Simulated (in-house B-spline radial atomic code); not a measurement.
**RPA and G0W0 on HSE06: neutral nitrogen**

Configuration [He] 2s2 2p3, highest spin, mean-field start HSE06. Computed with a B-spline radial code for spherical atoms: all electrons, scalar-relativistic (spin-free one-electron X2C), finite nucleus, each spin shell either full or empty, empty states to l = 9 with an (l + 1/2)⁻⁴ tail; G0W0 by contour deformation at full frequency.

Command:
```bash
python run_gw.py task.json out
```
Settings (radii: box in bohr, nucleus in fm):
```
Z                        7
electrons                7
configuration            [He] 2s2 2p3
hamiltonian              x2c
method                   hse06
lmax                     9
rms_radius               2.5582
spin_polarised           True
box_radius               40
intervals                75
```

Time taken, with all properties: 2.6 s on 1 thread of Arm Neoverse N1, with other jobs on the host.

Energies (hartree):

```
                                     term      value
                         mean-field total  -54.58241
Hartree-Fock functional on these orbitals  -54.43052
                      direct second order   -0.38602
                    second-order exchange    0.17819
                         SOSEX correction    0.15392
```

Task: What is the RPA correlation energy, and what remains with SOSEX?

Result: RPA gives -0.32308 hartree (-1.26 eV per electron); RPA + SOSEX gives -0.16916, and the second-order doubles -0.20783 hartree (no singles). SOSEX takes back 48 % of the RPA value.

Quasi-particle levels (eV):

```tsv
level	occupied	mean field	Σx - vxc	Σc	QP weight	G0W0
2p up	yes	-9.793	-5.75	?	?	?
2p down	no	-2.738	6.51	-3.38	0.891	0.395
```

G0W0 = mean field + (Σx - vxc) + Σc, with Σc (partial-wave tail included) taken at the quasi-particle energy. Levels of low weight are left out. An empty level above zero is unbound and depends on the box.

Task: Where does G0W0 put 2p up?

Result: At -14.067 eV, with Σc = 1.48 eV and a quasi-particle weight of 0.845. The tabulated removal energy is 14.534 eV (NIST, measured).
